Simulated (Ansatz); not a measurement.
Program: Ansatz. Geometries: PBE0-D4/def2-TZVP. ΔE: electronic, gas phase. CCSD(T)/CBS adds triple-zeta CCSD(T) − MP2 to the extrapolated MP2 energy (def2 sets, frozen cores). This one scheme is used for every species. DFT in def2-TZVPP. HSE06 is defined as in plane-wave codes. For Ge outer-core shells are correlated without core-valence functions, which leaves a few kJ/mol of doubt a bond. Scalar relativity is left out up to krypton. Each species was taken in one conformer, which may not be the lowest.

Reaction (substitution at a C–Ge bond): `B[CH2][GeH3]` + `C=N` → `BCN=C` + GeH₄

```csv
level,ΔE (kJ/mol)
PBE,55.8
HSE06,58.1
CCSD/def2-SVP,48.3
CCSD(T)/def2-SVP,48.4
```

**Question.** What does CCSD(T)/CBS give? (Estimate.)

**Answer.** The calculation gave: +67.2 kJ/mol. The listed levels differ from it by -11.4, -9.1, -18.9, -18.8 kJ/mol.

Largest T1 diagnostic among the species: 0.012.

At CCSD(T), def2-SVP lies −18.8 kJ/mol from the extrapolated value and def2-TZVPP −1.2 kJ/mol. In def2-TZVPP, CCSD(T) changes the Hartree–Fock value by +12.4 kJ/mol (the triples alone add +1.0 kJ/mol) and MP2 by +16.1 kJ/mol. Leaving LDA and LC-ωPBE aside and taking each functional with its dispersion term where it has one, the values, not all of them listed here, spread over 10.7 kJ/mol, from CAM-B3LYP-D4 to PBE-QIDH. LDA lies −9.6 kJ/mol from PBE without D4.
